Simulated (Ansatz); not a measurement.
**Question.** Predict a relaxed structure of [WO3(NH2)]- (WNO3H2⁻), charge -1, singlet, at PBE-D4/def2-SVPD (Ansatz).

**Answer.** 
```xyz
7

W     0.016   -0.263    0.731
O     1.377    0.573    1.506
O    -1.493    0.170    1.554
O     0.310   -2.012    0.755
N    -0.175    0.295   -1.205
H    -0.560    1.211   -1.443
H     0.525    0.025   -1.898
```
Point group Cs (tolerance 0.1 Å). The metal has 4 neighbours: O 1.78 Å, O 1.77 Å, O 1.77 Å, N 2.02 Å. This is one stationary point.

In the def2 sets W takes a core potential; there is no spin–orbit coupling.
